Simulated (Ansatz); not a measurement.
Name a neutral molecule of Br, C, Ga, S and H with LUMO energy (PBE/def2-TZVPP) between -1.95 and -1.65 eV and HOMO–LUMO gap (PBE/def2-TZVPP) between 4.50 and 4.80 eV (Ansatz, PBE0-D4/def2-TZVP geometry).

`[CH3][Ga]([SH])[Br]` (-1.81 eV, 4.78 eV). Other molecules can fit too; these were computed, each in one conformer that needn't be the lowest.
